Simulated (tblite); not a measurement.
Species: C₃H₁₂OSi₃.
Cartesian coordinates in Å at the GFN2-xTB level; atoms count from 1:
```
atom  x, y, z in Å
C1    -1.3383    1.1879   -1.5368
C2    -1.9482    0.1294   -1.0306
C3    -1.7673   -0.3642    0.3561
Si4   -0.5040   -1.8083    0.3851
Si5    1.5200   -1.0330   -0.4440
Si6    2.2358    1.0173    0.3284
O7     1.1939    1.2634    1.5659
H8    -1.4764    1.4956   -2.5594
H9    -0.6822    1.7980   -0.9368
H10   -2.6010   -0.4670   -1.6563
H11   -2.7214   -0.6994    0.7625
H12   -1.3920    0.4358    0.9941
H13   -0.4556   -2.2867    1.7771
H14   -1.1073   -2.9181   -0.3740
H15    2.5618   -2.0439   -0.1737
H16    1.4877   -0.9936   -1.9183
H17    2.1359    2.1586   -0.5946
H18    3.6057    1.1000    0.8583
H19    1.2430    2.0377    2.1198
```

Method: GFN2-xTB as coded in tblite; computed harmonic values from a numerical Hessian at the method's own geometry, unscaled. Errors from tens to a few hundred cm⁻¹ against measured bands are possible. Modes of hydrogen on silicon can be 10 to 20 % off. One conformer, not necessarily the lowest.

Harmonic wavenumbers (cm⁻¹): 32.9, 46.3, 57.4, 71.4, 80.3, 134.2, 199.9, 230.4, 302.1, 344.4, 382.6, 409.8, 420.0, 440.1, 497.4, 557.7, 564.6, 599.7, 606.9, 622.8, 656.8, 712.1, 756.9, 802.0, 812.6, 825.6, 832.7, 862.7, 867.8, 874.0, 958.8, 1019.3, 1053.8, 1183.7, 1205.3, 1299.2, 1413.7, 1471.6, 1704.0, 2121.7, 2135.7, 2152.3, 2160.8, 2177.2, 2193.1, 2980.7, 2993.3, 3044.5, 3093.6, 3120.8, 3658.1.

A = 1675, B = 983.1, C = 817.9 MHz; mass 148.020 u (most abundant isotopes); point group C1, symmetry number 1.

Task: What is the zero-point energy?

Result: ½Σν̃ = 28873 cm⁻¹ = 345.39 kJ/mol.

Task: Give the ideal-gas entropy at 200 K and 1 bar in the rigid-rotor, harmonic-oscillator model (classical rotation).

Result: Translation 162.88, rotation 119.94, vibration 119.88: S = 402.7 J/(mol K).

Task: And Cp and H(200 K) − H(0)?

Result: Cp = 147.78 J/(mol K), of which vibrations give 114.52 (their classical limit is 51 R = 424.0); H(200 K) − H(0) = 18.72 kJ/mol without the zero-point energy, 12.07 from vibrations.

Task: How do the functions run with temperature in this model?

Result: 
```json
{"T (K)": "100", "S (J/(mol K))": "321.4", "Cp (J/(mol K))": "94.3", "H − H(0) (kJ/mol)": "6.68", "G − H(0) (kJ/mol)": "-25.46", "ln q(vib)": "3.38"}
{"T (K)": "300", "S (J/(mol K))": "472.7", "Cp (J/(mol K))": "199.2", "H − H(0) (kJ/mol)": "36.15", "G − H(0) (kJ/mol)": "-105.65", "ln q(vib)": "10.72"}
{"T (K)": "500", "S (J/(mol K))": "592.9", "Cp (J/(mol K))": "271.5", "H − H(0) (kJ/mol)": "83.83", "G − H(0) (kJ/mol)": "-212.61", "ln q(vib)": "17.46"}
{"T (K)": "800", "S (J/(mol K))": "735.6", "Cp (J/(mol K))": "334.8", "H − H(0) (kJ/mol)": "175.66", "G − H(0) (kJ/mol)": "-412.81", "ln q(vib)": "26.50"}
{"T (K)": "1000", "S (J/(mol K))": "813.4", "Cp (J/(mol K))": "362.1", "H − H(0) (kJ/mol)": "245.51", "G − H(0) (kJ/mol)": "-567.90", "ln q(vib)": "31.85"}
```

q(vib) and H(0) count from the zero-point level.

Task: Which modes carry the vibrational entropy at 200 K?

Result: 32.9 cm⁻¹: 20.32; 46.3 cm⁻¹: 17.49; 57.4 cm⁻¹: 15.73; 71.4 cm⁻¹: 13.94; 80.3 cm⁻¹: 12.99; 134.2 cm⁻¹: 8.92 J/(mol K); the other 45 give 30.48 together.

Hindered rotation and anharmonicity are outside this model. Other conformers, if any are populated, would add a mixing term that is left out. The structure is chiral; the term R ln 2 for an equal mix with its mirror image is left out.

On an Intel Xeon at 2.70 GHz with one thread, shared host, this took 1.8 s. This covers the Hessian and the dipole derivatives.
